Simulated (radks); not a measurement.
Results of a calculation; reference values are marked as such.
Question: The neodymium ion Nd2+, 58 electrons, occupied as [Xe] 4f4. Level of theory: Dirac Kohn-Sham, LDA (Slater exchange, Perdew-Wang correlation), spin-unpolarised, spherical densities, point nucleus; open shells are shared between the two j in proportion to 2j + 1 (a radial shooting solver on a logarithmic mesh with Libxc functionals). Some entries of the table are withheld. Estimate them.

orbital     occ.  eigenvalue (hartree)  <1/r> (bohr^-1)  r(max) (bohr)
1s1/2          2             -1592.461            66.01        0.01511
2s1/2          2             -257.8936            15.62        0.08572
2p1/2          2             -244.1052            15.61        0.06509
2p3/2          4             -225.0161            14.03        0.07054
3s1/2          2             -56.30063            5.657         0.2442
3p1/2          2             -50.40143            5.574         0.2310
3p3/2          4             -46.59255            5.177         0.2427
3d3/2          4             -36.28401            5.050         0.1940
3d5/2          6             -35.45977            4.950         0.1973
4s1/2          2             -11.55879            2.355         0.5656
4p1/2          2              -9.33332            2.250         0.5728
4p3/2          4              -8.50221            2.116         0.5982
4d3/2          4              -4.83947              (1)         0.6140
4d5/2          6              -4.69276              (2)         0.6224
5s1/2          2              -1.96914           0.9060          1.318
5p1/2          2              -1.37120           0.7962          1.445
5p3/2          4              -1.25692           0.7492          1.519
4f5/2    1.71429              -0.55416            1.266         0.6603
4f7/2    2.28571              -0.53905            1.251         0.6656
5d3/2          0              -0.50929              (3)          2.086
5d5/2          0              -0.49978              (4)          2.123
6s1/2          0              -0.49253           0.3538          3.282

Answer: 
(1) 4d3/2 <1/r> (bohr^-1): 1.895
(2) 4d5/2 <1/r> (bohr^-1): 1.862
(3) 5d3/2 <1/r> (bohr^-1): 0.5004
(4) 5d5/2 <1/r> (bohr^-1): 0.4917
